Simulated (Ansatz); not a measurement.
`C#[C][GeH2][C]#C` + H₂O → `C#[C][GeH2][OH]` + acetylene at 400 K and 1 bar (formal hydrolysis of a Ge–C bond).

Gas-phase electronic energies from Ansatz, PBE0-D4/def2-TZVP geometries. CCSD(T)/CBS is the MP2 limit (def2-TZVPP, def2-QZVPP) plus CCSD(T) − MP2 in def2-TZVPP, frozen cores. This one scheme is used for every species. For Ge outer-core shells are correlated without core-valence functions, which leaves a few kJ/mol of doubt a bond. Scalar relativity is left out up to krypton. Each species was taken in one conformer, which may not be the lowest.

```json
{"species": "`C#[C][GeH2][C]#C`", "CCSD(T)/CBS energy (Eh)": "-2230.59633", "H − E (kJ/mol)": "173.4", "S (J/(mol·K))": "370.3"}
{"species": "H₂O", "CCSD(T)/CBS energy (Eh)": "-76.37941", "H − E (kJ/mol)": "69.8", "S (J/(mol·K))": "198.6"}
{"species": "`C#[C][GeH2][OH]`", "CCSD(T)/CBS energy (Eh)": "-2229.74950", "H − E (kJ/mol)": "155.7", "S (J/(mol·K))": "358.1"}
{"species": "`C#C`", "CCSD(T)/CBS energy (Eh)": "-77.22717", "H − E (kJ/mol)": "85.5", "S (J/(mol·K))": "213.8"}
```

H − E and S are ideal-gas, rigid-rotor, harmonic terms from PBE0-D4/def2-TZVP, for one conformer and one mirror image of each species. 1 Eh = 2625.50 kJ/mol, R = 8.31446 J/(mol·K).

By hand: ΔE, ΔH, ΔS and ΔG.

ΔE = (-2229.74950) + (-77.22717) − (-2230.59633) − (-76.37941) = -0.00093 Eh = -2.4 kJ/mol. Δ(H − E) = 155.7 + 85.5 − 173.4 − 69.8 = -2.0, so ΔH = -4.4 kJ/mol. ΔS = 358.1 + 213.8 − 370.3 − 198.6 = 3.0 J/(mol·K). ΔG = -4.4 − 400 × (3.0)/1000 = -5.6 kJ/mol.

By hand: the equilibrium constant, and the temperature at which ΔG would vanish if ΔH and ΔS stayed fixed.

log₁₀ K = −ΔG/(RT ln 10) = 0.7. ΔH and −TΔS have one sign here, so there is no such temperature.

The number of gas molecules stays the same, so ΔS is small and ΔH decides. The sign of ΔG lies within the doubt. A doubt of 5 kJ/mol in ΔE shifts log₁₀ K by 0.7 here. Other conformers and mirror images would add mixing entropy, several J/(mol·K) or more a flexible species. These are equilibria of isolated gas molecules and say nothing of rates. Largest T1 diagnostic: 0.013 (customary marks: 0.02 for closed shells, 0.045 for open ones).

ΔS is within the doubt of such terms, so its sign, and with it that verdict, could turn.
